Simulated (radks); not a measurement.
Q: Sm LXI, configuration [He]. Calculated with a radial shooting solver on a logarithmic mesh with Libxc functionals: Dirac Kohn-Sham, PBE, spin-unpolarised, spherical densities, finite nucleus; Fermi nuclear charge, rms radius 5.0819 fm. Some entries of the table are withheld. Estimate them.

orbital,occ.,eigenvalue (eV),<1/r> (bohr^-1),<r> (bohr)
1s1/2,2,(1),69.10,0.02261
2s1/2,0,-13367.65,17.54,0.09077
2p1/2,0,(2),(3),(4)
2p3/2,0,(5),(6),(7)

A: 
(1) 1s1/2 eigenvalue (eV): -53720.96
(2) 2p1/2 eigenvalue (eV): -13264.12
(3) 2p1/2 <1/r> (bohr^-1): 17.44
(4) 2p1/2 <r> (bohr): 0.07489
(5) 2p3/2 eigenvalue (eV): -12548.79
(6) 2p3/2 <1/r> (bohr^-1): 15.57
(7) 2p3/2 <r> (bohr): 0.08075
